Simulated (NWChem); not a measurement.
Correlation energy of BF

```xyz
2

B      0.0000     0.0000    -0.8123
F      0.0000     0.0000     0.4513
```
Charge 0, spin multiplicity 1.

Program: NWChem. The geometry was optimised at B3LYP/def2-SVP, a minimum by its harmonic frequencies.

Basis set: def2-QZVP. Each correlation energy counts from its own Hartree-Fock reference.

The correlated methods keep 2 core orbitals frozen. The structure started from a generated list of species. Coupled-cluster values serve here as a point of comparison, not as the truth.

**Question.** For the correlation energy, CR-CCSD[T] gives -369.5 mHa and SCS-MP2 gives -346.6 mHa. What do CCSD, CCSD+T(CCSD), CCSD(T) give?

**Answer.** CCSD: -358.5 mHa; CCSD+T(CCSD): -371.7 mHa; CCSD(T): -370.9 mHa.
